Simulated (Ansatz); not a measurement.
```xyz
10

F    -1.287    1.055    1.855
Ga    0.194    0.191    1.447
O     0.809    1.015   -0.203
Ga    0.225   -0.402   -1.399
F    -1.244    0.221   -2.148
O    -0.377   -1.233    0.253
H     1.284   -0.176    2.474
H     0.389    1.862   -0.383
H     1.334   -1.143   -2.171
H    -1.327   -1.388    0.275
```

Charge 0, multiplicity 1.

List the r2SCAN/def2-TZVPP orbital energies in eV (the Gaussian-basis code of Ansatz). (Estimate.)

The calculation gave: Occupied: -10122.67, -10122.67, -1244.76, -1244.76, -1101.17, -1101.17, -1101.13, -1101.13, -1101.09, -1101.09, -664.81, -664.81, -517.03, -517.03, -148.53, -148.53, -101.39, -101.39, -101.31, -101.31, -101.19, -101.19, -29.45, -29.44, -27.45, -27.06, -21.09, -21.07, -21.00, -20.99, -20.97, -20.90, -20.90, -20.80, -20.77, -20.76, -14.77, -12.85, -12.77, -11.23, -10.60, -10.37, -9.87, -9.47, -9.35, -9.00, -8.96, -8.77, -8.63, -8.34. Lowest empty: -0.92, -0.64, 0.21, 0.41, 0.84, 1.58, 1.96, 2.00.
